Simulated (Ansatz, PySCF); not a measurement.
CLiN, SMILES [C]([N])[Li] (connectivity only; charge and spin as stated), neutral, multiplicity 1.

Coordinates come from a B3LYP-D3(BJ)/def2-TZVPD optimisation.

Vertical ionisation energy (IE) and electron affinity (EA) in eV. Rows of orbital energies are one-electron estimates. Where ΔSCF, EOM or ADC give a negative EA the extra electron is unbound and the value depends on the basis.

```csv
level,IE,EA
"−ε(HOMO), −ε(LUMO), PBE0/def2-TZVPD (PySCF)",7.83,1.44
"−ε(HOMO), −ε(LUMO), r2SCAN/def2-TZVPD (PySCF)",6.52,0.94
"−ε(HOMO), −ε(LUMO), PBE/def2-TZVPD (PySCF)",6.20,1.91
"ΔSCF, CAM-B3LYP/def2-TZVPD (Ansatz), final states of multiplicity 2 and 2",10.76,0.72
"ΔSCF, PBE/def2-TZVPD (Ansatz), final states of multiplicity 2 and 2",[?],[?]
```

Q: What belongs in the gaps? (The exact figures need the calculation; the answer reports its results.)

A: 
- ΔSCF, PBE/def2-TZVPD (Ansatz, an electronic-structure program), final states of multiplicity 2 and 2, IE: 10.37
- ΔSCF, PBE/def2-TZVPD (Ansatz), final states of multiplicity 2 and 2, EA: 0.72

Q: What vertical singlet–triplet gap does ΔSCF give with CAM-B3LYP/def2-TZVPD (Ansatz) and with PBE/def2-TZVPD (Ansatz)? (The exact figures need the calculation; the answer reports its results.)

A: 5.80 and 5.36 eV (triplet above singlet where positive).
